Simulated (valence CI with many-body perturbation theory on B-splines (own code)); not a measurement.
**Er LIV: one-electron terms**

Level of theory: configuration interaction combined with many-body perturbation theory (CI+MBPT): five valence electrons over a frozen Dirac-Fock core [Ne], radial functions for each j: 11 s, 11 p, 10 d, 8 f, 5 g, 2 h, with the one-electron correlation potential Σ1, the two-electron term Σ2, the three-electron term Σ3, Breit, model QED; selected CI, second order for the rest, scaled by the run's own slope (own B-spline code, finite nucleus).

No measured spectrum was set against this ion. As an estimate, large intervals hold to a few tenths of a per cent, small ones and those within an open d or f shell to about a per cent. Among the levels kept, up to 3000 cm⁻¹ of a level comes from second order outside the variational space, and about a tenth of that is noise between levels of different J, which matters for small intervals.

These are the spectroscopic orbitals of the CI (the correlating ones are not listed), shaped by the core and the other valence electrons. h is the expectation value of the core's Dirac-Fock operator, without the valence repulsion; Σ1 is computed up to l = 3 at one energy for each symmetry, that of its lowest orbital but kept below the first core excitation, so for empty shells it is not the orbital's own correlation shift; Breit and QED include the response of the core.

```
Orbital  h (hartree)  Σ1 (cm⁻¹)  Breit (cm⁻¹)  QED (cm⁻¹)  ⟨r⟩ (bohr)
  3s1/2      -213.91      -7066         34271       28224      0.2068
  4s1/2      -116.35      -2361         13194       11223      0.3846
  5s1/2      -72.938      -1079          6272        5464      0.6194
  6s1/2      -49.955       -588          3501        3071      0.9092
  7s1/2      -36.338       -357          2152        1895       1.254
  8s1/2      -27.613       -233          1417        1251       1.655
  3p1/2      -208.73      -9190         57419        1144      0.1950
  4p1/2      -114.18      -3012         22200         472      0.3760
  5p1/2      -71.847      -1382         10702         236      0.6132
  6p1/2      -49.332       -756          6006         134      0.9055
  7p1/2      -35.949       -460          3705        83.7       1.253
  8p1/2      -27.355       -301          2446        55.6       1.656
  3p3/2       -199.4      -7947         32289        3696      0.2055
  4p3/2      -110.36      -2707         12509        1487      0.3900
  5p3/2      -69.933      -1263          6600         738      0.6307
  6p3/2      -48.239       -697          3721         420      0.9267
  7p3/2      -35.267       -426          2303         261       1.278
  8p3/2      -26.901       -280          1525         173       1.685
  3d3/2      -193.14      -9894         26464        -818      0.1763
  4d3/2      -107.95      -2762          9495        -262      0.3650
  5d3/2      -68.746      -1229          4503        -119      0.6090
  6d3/2      -47.567       -666          2507       -64.6      0.9082
  7d3/2       -34.85       -404          1542       -39.1       1.263
  3d5/2      -190.97      -8826         12692         356      0.1795
  4d5/2      -107.02      -2455          4501         209      0.3689
  5d5/2      -68.267      -1094          2192         117      0.6138
  6d5/2      -47.289       -594          1224        70.1      0.9140
  7d5/2      -34.675       -361           755        45.0       1.270
  4f5/2       -105.7      -2338           925        -145      0.3224
  5f5/2      -67.608      -1137           630       -76.6      0.5699
  6f5/2      -46.914       -641           393       -44.8      0.8724
  7f5/2      -34.441       -397           261       -28.4       1.230
  4f7/2       -105.3      -2224           266        66.7      0.3244
  5f7/2      -67.402      -1077           180        31.1      0.5722
  6f7/2      -46.795       -606           108        17.4      0.8750
  7f7/2      -34.366       -375          71.7        10.7       1.233
  5g7/2      -67.241                     19.8       -34.1      0.5044
  6g7/2      -46.704                     19.7       -20.2      0.8079
  7g7/2      -34.309                     15.5       -12.9       1.167
  5g9/2      -67.121                      3.8        25.8      0.5057
  6g9/2      -46.635                      3.8        14.7      0.8094
  7g9/2      -34.265                      2.9         9.2       1.169
  6h9/2      -46.606                                           0.7194
 6h11/2       -46.56                                           0.7205
```

Among the shells of the start configuration 3s2 3p3, Σ1 is largest in size for 3p1/2, where it is 0.020 % of h.

Lowest root of each symmetry, sizes in configuration state functions:

| J | Parity | Roots | Reference | Variational | Second order | Change by selected CI (cm⁻¹) | Change by second order (cm⁻¹) |
| --- | --- | --- | --- | --- | --- | --- | --- |
| 1/2 | even | 14 | 84 | 31997 | 675687 | -16876 | -545 |
| 3/2 | even | 20 | 135 | 32000 | 1200867 | -19818 | -798 |
| 5/2 | even | 17 | 147 | 31993 | 1576086 | -19857 | -1191 |
| 7/2 | even | 11 | 118 | 31996 | 1687850 | -19456 | -1734 |
| 9/2 | even | 6 | 80 | 31990 | 1322651 | -20297 | -1166 |
| 11/2 | even | 1 | 37 | 31930 | 393740 | -17408 | -567 |
| 13/2 | even | 1 | 15 | 31978 | 284377 | -21394 | -390 |
| 1/2 | odd | 19 | 88 | 31999 | 644181 | -17572 | -597 |
| 3/2 | odd | 30 | 145 | 31989 | 1354390 | -16232 | -1089 |
| 5/2 | odd | 28 | 153 | 31999 | 1600047 | -16045 | -1743 |
| 7/2 | odd | 21 | 129 | 31998 | 1806621 | -16880 | -2318 |
| 9/2 | odd | 11 | 83 | 31997 | 1429924 | -17158 | -1420 |
| 11/2 | odd | 4 | 43 | 31998 | 1197999 | -19126 | -1048 |
